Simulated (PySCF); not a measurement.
# C₆ coefficients of unlike pairs at TPSSh

Calculated with PySCF 2.14 from the dipole response of each species, C₆(A,B) = (3/π) ∫ α_A(iu) α_B(iu) du, in atomic units, from isotropic polarisabilities. For ions this is the dispersion term alone; charge-induced terms of lower order in 1/R come first.

```
species           configuration                                                                           basis      relativity  α (bohr³)  C₆ (like pair)
   As²⁺  [Ar] 3d10 4s2 4p1 (2P)                                                        dyall-av3z (24s17p11d2f)   spin-free X2C      10.36           44.87
    I²⁺  [Kr] 4d10 5s2 5p3 (4S)                                                      aug-cc-pVTZ-DK3 (8s7p5d2f)   spin-free X2C      13.79           93.05
      V       [Ar] 3d3 4s2 (4F)  x2c-TZVPPall with one added diffuse shell each of s, p, d, f type (7s6p5d3f1g)   spin-free X2C      99.49            1110
     Zr       [Kr] 4d2 5s2 (3F)                                     aug-cc-pwCVTZ-PP with ECP28MDF (8s8p7d4f3g)  core potential      133.5            1927
```

Q: Estimate C₆ for I²⁺ with As²⁺.

A: The integral gives 64.41. The combination rule 2 C_A C_B / (C_A α_B/α_A + C_B α_A/α_B) gives 64.42 and the geometric mean 64.62.

No spin-orbit coupling is included.

The other pairs:

```
    pair     C₆
 V, As²⁺  190.1
  V, I²⁺  263.1
Zr, As²⁺  250.2
 Zr, I²⁺  346.6
   Zr, V   1462
```
